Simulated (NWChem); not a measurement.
Species: C$_{4}$H$_{9}$O, doublet; SMILES C[CH]OCC

```xyz
14

C     -0.3426     2.4313     0.0115
C      0.4837     1.1933    -0.0441
O     -0.2340     0.0300    -0.0365
C      0.5415    -1.1666    -0.0330
C     -0.4068    -2.3520     0.0258
H     -1.1156     2.4200    -0.7670
H     -0.8622     2.5561     0.9782
H      0.2869     3.3144    -0.1421
H      1.4608     1.1543     0.4438
H      1.2185    -1.1617     0.8360
H      1.1639    -1.2029    -0.9387
H      0.1589    -3.2903     0.0297
H     -1.0752    -2.3535    -0.8411
H     -1.0198    -2.3119     0.9321
```
Atoms are numbered in this order, from 1.

All runs: NWChem. Pople sets run with spherical d functions. Spin-unrestricted. The geometry was optimised at B3LYP/6-31G* (spherical d), spin-unrestricted. No stability test was run on the SCF state. Level PBE0/6-31G*: single points from the atomic guess with DIIS by default; each run changes one setting, and all converged runs end within 0.3 mHa of each other.

```
setting                           SCF iterations
--------------------------------  --------------
defaults                                       8
no DIIS, 40 % damping                         15
occupation smearing of 0.005 Ha                8
level shift of 0.5 Ha throughout              12
core-Hamiltonian guess                        15
no level shifting                              8
```
